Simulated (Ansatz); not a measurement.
Reaction (hydrogenolysis of a C–Si bond): `NCOC[SiH3]` + H₂ → `COCN` + SiH₄

Program: Ansatz. Geometries: PBE0-D4/def2-TZVP. ΔE: electronic, gas phase. CCSD(T)/CBS adds triple-zeta CCSD(T) − MP2 to the extrapolated MP2 energy (def2 sets, frozen cores). This one scheme is used for every species. DFT in def2-TZVPP. B3LYP here is the variant with VWN-RPA as its local correlation; programs differ in this. One conformer a species, not always the lowest.

`NCOC[SiH3]`:

```xyz
14

N     2.148    0.060   -0.474
C     1.056   -0.615   -1.118
O    -0.053   -0.757   -0.266
C    -0.637    0.475    0.106
Si   -1.995    0.141    1.368
H     2.746   -0.567    0.045
H     2.704    0.606   -1.113
H     0.773   -0.034   -2.007
H     1.287   -1.640   -1.429
H    -1.058    0.986   -0.775
H     0.116    1.147    0.536
H    -1.427   -0.483    2.591
H    -2.627    1.439    1.734
H    -3.035   -0.757    0.802
```

H₂:

```xyz
2

H     0.269   -0.256   -0.031
H    -0.269    0.256    0.031
```

`COCN`:

Cartesian coordinates in Å:
```
C 0.354 0.424 -1.337
O -0.196 -0.713 -0.732
C 0.049 -0.789 0.659
N -0.634 0.153 1.487
H 1.434 0.500 -1.143
H 0.198 0.333 -2.412
H -0.125 1.352 -0.999
H -0.262 -1.797 0.938
H 1.127 -0.688 0.845
H -1.634 0.124 1.339
H -0.310 1.101 1.355
```

SiH₄:

Z-matrix (Å, degrees):
```
Si
H 1 1.485
H 1 1.485 2 109.5
H 1 1.485 2 109.5 3 -120.0
H 1 1.485 2 109.5 3 120.0
```

| level | ΔE (kJ/mol) |
| --- | --- |
| ωB97M-V | -41.9 |
| B3LYP | -53.1 |

**Question.** What does CCSD(T)/CBS give? (Best estimate.)

**Answer.** Computed: -41.4 kJ/mol. The listed levels differ from it by -0.5, -11.7 kJ/mol.

Largest T1 diagnostic among the species: 0.011.

In def2-TZVPP, CCSD(T) changes the Hartree–Fock value by +22.2 kJ/mol (the triples alone add +4.2 kJ/mol) and MP2 by +27.1 kJ/mol. The D4 term adds +9.2 kJ/mol with B3LYP and +5.2 kJ/mol with PBE0; it sums over pairs of atoms, weighted by their polarisabilities, and B3LYP, whose exchange is more repulsive, gets the larger term. From PBE to PBE0 (25 % exact exchange), in def2-TZVPP and without D4, ΔE moves by −3.4 kJ/mol.
